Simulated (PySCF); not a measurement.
These are B3LYP-D3(BJ)/def2-TZVP run with PySCF values and carry that method's errors. Gas-phase values, no solvent. One relaxed conformer stands for a flexible species; it need not be the lowest. B3LYP has the VWN-RPA correlation part, as in Gaussian. Excitations are Tamm–Dancoff values on a coarser integration grid. The basis has no diffuse functions, so Rydberg states are missing or too high.

Reference species (SMILES): `B(B)C=O` (neutral, multiplicity 1).

- S1 excitation (TDA) = 3.68 eV
- S1–T1 gap (TDA) = 0.65 eV
- HOMO–LUMO gap = 4.65 eV
- LUMO = -2.38 eV

After one change: the S1 excitation (TDA) rises by 0.90 eV; the S1–T1 gap (TDA) increases by 0.26 eV; the HOMO–LUMO gap goes up by 0.66 eV; the LUMO drops by 0.06 eV.

**Question.** What was changed between the two runs? The new species is one of these.
A. `CBB=O`
B. `BCB=O`
C. `OC1BB1`
D. `BB1CO1`

**Answer.** D, `BB1CO1`
